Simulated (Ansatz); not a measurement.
`F[SiH](F)S[SiH2]Cl` + `[CH3][AlH][OH]` → `[CH3][AlH][O][SiH](F)F` + `S[SiH2]Cl`  (ligand exchange at the Si–S bond)

Program: Ansatz. Geometries: PBE0-D4/def2-TZVP. ΔE: electronic, gas phase. CCSD(T)/CBS adds triple-zeta CCSD(T) − MP2 to the extrapolated MP2 energy (def2 sets, frozen cores). Functionals use def2-TZVPP. B3LYP here is the variant with VWN-RPA as its local correlation; programs differ in this. Each species was taken in one conformer, which may not be the lowest.

| level | ΔE (kJ/mol) | difference from CCSD(T)/CBS |
| --- | --- | --- |
| PBE-D4 | -67.0 | 19.4 |
| r2SCAN-D4 | -81.2 | 5.2 |
| PBE0-D4 | -75.4 | 11.0 |
| ωB97X-V | -84.1 | 2.3 |
| B2PLYP | -91.7 | -5.3 |
| PBE | -71.9 | 14.5 |
| r2SCAN | -82.2 | 4.2 |
| PBE0 | -79.7 | 6.7 |
| B3LYP | -93.5 | -7.1 |
| HF/def2-TZVPP | -115.7 | -29.3 |
| SCS-MP2/def2-TZVPP | -91.9 | -5.5 |
| CCSD/def2-TZVPP | -95.4 | -9.0 |
| CCSD(T)/def2-TZVPP | -90.1 | -3.7 |
| HF/def2-QZVPP | -118.2 | -31.8 |
| HF/CBS(def2) | -118.5 | -32.1 |
| CCSD/CBS(def2) | -91.7 | -5.3 |
| CCSD(T)/CBS | -86.4 | 0 |

Largest T1 diagnostic among the species: 0.012.

From PBE to PBE0 (25 % exact exchange), in def2-TZVPP and without D4, ΔE moves by −7.8 kJ/mol. In def2-TZVPP, CCSD(T) changes the Hartree–Fock value by +25.6 kJ/mol (the triples alone add +5.3 kJ/mol) and MP2 by +30.6 kJ/mol. The D4 term adds +8.1 kJ/mol with B3LYP and +4.3 kJ/mol with PBE0; it sums over pairs of atoms, weighted by their polarisabilities, and B3LYP, whose exchange is more repulsive, gets the larger term.
